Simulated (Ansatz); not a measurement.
```yaml
crystal:
  periodic: [false, false, false]
  atoms:
    - {symbol: Xx, position_ang: [-1.782808, 0.362846, -0.472647]}
    - {symbol: N, position_ang: [-0.483618, 0.474506, -1.099243]}
    - {symbol: Al, position_ang: [1.099092, 0.058233, -0.443529]}
    - {symbol: C, position_ang: [1.401202, -0.662856, 1.329109]}
    - {symbol: F, position_ang: [2.381312, 0.322499, -1.458291]}
    - {symbol: H, position_ang: [-2.288047, 1.331797, -0.381309]}
    - {symbol: H, position_ang: [-2.453813, -0.311787, -1.017756]}
    - {symbol: H, position_ang: [-1.679107, -0.039139, 0.538333]}
    - {symbol: H, position_ang: [-0.545143, 0.845300, -2.035833]}
    - {symbol: H, position_ang: [1.877304, -1.646175, 1.273376]}
    - {symbol: H, position_ang: [0.476021, -0.771656, 1.899805]}
    - {symbol: H, position_ang: [2.074506, -0.018668, 1.901984]}
basis:
  gaussian: {orbitals: def2-TZVP, nuclear_model: gaussian}
hamiltonian: {xc: {name: r2SCANh}, dispersion: d3bjatm}
output: {forces: true}
```

```sh
$ ansatz run in.yaml --threads 4 --pin off --events-out ev --progress --plain --max-ram 10444MiB
```

Output, abridged:

```
Error: YAML parse error: error: line 4 column 16: `Xx` is not an element symbol (H … Og, case-exact)
 --> <input>:4:16
2 |   periodic: [false, false, false]
3 |   atoms:
4 |     - {symbol: Xx, position_ang: [-1.782808, 0.362846, -0.472647]}
5 |     - {symbol: N, position_ang: [-0.483618, 0.474506, -1.099243]}
6 |     - {symbol: Al, position_ang: [1.099092, 0.058233, -0.443529]}
```

In this input an element symbol is wrong. The program refused the input.
